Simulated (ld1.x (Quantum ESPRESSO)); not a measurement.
# u(r) = r·R(r): atom against pseudo-atom (boron (B))

Columns: radius, all-electron u(r) and pseudo u(r) of the 2s shell (level -31.48 eV) of boron in the configuration [He] 2s1 2p0; PBE, scalar-relativistic, TM semilocal scheme, ld1.x (Quantum ESPRESSO) 7.5.

| r (bohr) | all-electron | pseudo |
| --- | --- | --- |
| 0.152 | 0.3686 | -0.0789 |
| 0.305 | 0.2504 | -0.1654 |
| 0.458 | -0.0071 | -0.2656 |
| 0.610 | -0.2675 | -0.3828 |
| 0.762 | -0.4835 | -0.5140 |
| 0.915 | -0.6429 | -0.6436 |
| 1.068 | -0.7483 | -0.7462 |
| 1.220 | -0.8052 | -0.8049 |
| 1.372 | -0.8222 | -0.8222 |
| 1.525 | -0.8080 | -0.8080 |
| 1.678 | -0.7714 | -0.7714 |
| 1.830 | -0.7205 | -0.7205 |
| 1.982 | -0.6614 | -0.6614 |
| 2.135 | -0.5984 | -0.5984 |
| 2.288 | -0.5351 | -0.5351 |
| 2.440 | -0.4744 | -0.4744 |
| 2.592 | -0.4173 | -0.4173 |
| 2.745 | -0.3641 | -0.3641 |
| 2.898 | -0.3156 | -0.3156 |
| 3.050 | -0.2724 | -0.2724 |
| 3.202 | -0.2338 | -0.2338 |
| 3.355 | -0.1996 | -0.1996 |
| 3.508 | -0.1697 | -0.1697 |
| 3.660 | -0.1439 | -0.1439 |
| 3.812 | -0.1215 | -0.1215 |
| 3.965 | -0.1022 | -0.1022 |

Question: How many radial nodes do the two functions have?

Answer: The all-electron 2s function has n − l − 1 = 1; the pseudo-wave has 0, since the states of the same l below it are removed with the core.

Question: At about which radius was the pseudo-wave matched?

Answer: 1.40 bohr. The columns agree to 0.0005 from 1.22 bohr on; several derivatives are matched, so the curves merge somewhat inside the radius.

Question: Where does each function peak?

Answer: Outermost all-electron maximum near 1.37 bohr, pseudo maximum near 1.37 bohr (to the table’s step).

Question: Is the pseudo-wave norm-conserving?

Answer: Yes: the TM semilocal scheme keeps the norm inside the radius equal to the all-electron one, which fixes the energy derivative of the logarithmic derivative at the level.
